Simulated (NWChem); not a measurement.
System: InNH4; SMILES [NH2][InH2]

Input file for NWChem:

```
start job
memory heap 200 mb stack 900 mb global 1100 mb
geometry units angstroms noautoz
  In    -0.016528     0.363568     0.000000
  H     -0.082867     1.095951    -1.556909
  H     -0.082867     1.095951     1.556909
  N      0.166675    -1.645980     0.000000
  H      0.217020    -2.217368    -0.835188
  H      0.217020    -2.217368     0.835188
end
basis spherical
  In library 3-21g
  H library 3-21g
  N library 3-21g
end
dft
  xc b3lyp
  iterations 150
  mulliken
end
task dft energy
```

The geometry was optimised at PBE0/def2-SVP (def2 core potentials past Kr).

Problem. Predict the main results of this run. (B3LYP/3-21G, non-relativistic.) Quantities: basis functions; energy (Ha); highest occupied level (eV); orbital gap (eV); dipole (D).

Solution. 
```yaml
number_of_basis_functions: 48
energy (Ha): -5774.07
highest occupied level (eV): -6.19
orbital gap (eV): 5.22
dipole (D): 1.45
```
